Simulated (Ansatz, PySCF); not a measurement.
Si(H)2(Br)(vinyl) (C2H5BrSi), SMILES C=C[SiH2]Br.

Geometry: B3LYP-D3(BJ)/def2-SVP. One conformer was computed; it need not be the lowest.

Vertical ionisation energy (IE) and electron affinity (EA) in eV. Rows of orbital energies are one-electron estimates. Where ΔSCF, EOM or ADC give a negative EA the extra electron is unbound and the value depends on the basis.

| level | IE | EA |
|---|---|---|
| −ε(HOMO), −ε(LUMO), CAM-B3LYP/def2-TZVP (PySCF) | 9.46 | -0.07 |
| −ε(HOMO), −ε(LUMO), PBE/def2-TZVP (PySCF) | 6.95 | 2.05 |
| ΔSCF, PBE0/def2-SVPD (Ansatz), final states of multiplicity 2 and 2 | 10.14 | -0.56 |
| ΔSCF, PBE/def2-SVPD (Ansatz), final states of multiplicity 2 and 2 | 9.81 | -0.40 |

Task: What vertical singlet–triplet gap does ΔSCF give with PBE0/def2-SVPD (Ansatz, a program for electronic structure) and with PBE/def2-SVPD (Ansatz)? (An estimate is asked for; the answer gives what the named calculation found.)

Result: 4.05 and 4.20 eV (triplet above singlet where positive).
